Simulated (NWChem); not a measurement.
# BeIBr; SMILES [Be]([Br])[I]

```xyz
3

Be    -0.0045     0.5042     0.0000
Br     0.0003     2.4705     0.0000
I      0.0002    -1.6695     0.0000
```
Atoms are numbered in this order, from 1.

All runs: NWChem. Medium grid unless said otherwise, to which SCAN and Minnesota functionals are sensitive. All runs use the structure optimised with PBE-D3(BJ)/def2-SVP. def2 effective core potentials on I; no spin-orbit coupling. Total energies of different functionals are on different scales.

```csv
level,energy (Ha),highest occupied level (eV),orbital gap (eV),dipole (D)
B3LYP/def2-TZVP,-2886.8679,-7.91,6.95,0.26
PBE/def2-TZVP,-2886.3035,-7.05,(withheld),0.28
r2SCAN/def2-TZVP,-2886.8299,-7.36,6.16,0.27
LC-BLYP (range parameter 0.33 per bohr)/def2-TZVP,-2886.0808,-10.37,11.02,0.20
KT2/def2-TZVP,-2898.5175,-7.11,5.51,0.28
HCTH/407/def2-TZVP,-2888.8587,-7.14,5.60,0.30
B97-D/def2-TZVP,-2888.5659,-7.00,5.59,0.25
"LC-wPBE (HJS exchange hole, range parameter 0.4 per bohr)/def2-TZVP",-2886.4327,-10.81,11.82,0.23
OLYP/def2-TZVP,-2887.7436,-6.87,5.59,0.29
```

Complete the blanks.


- PBE/def2-TZVP, orbital gap (eV): 5.47
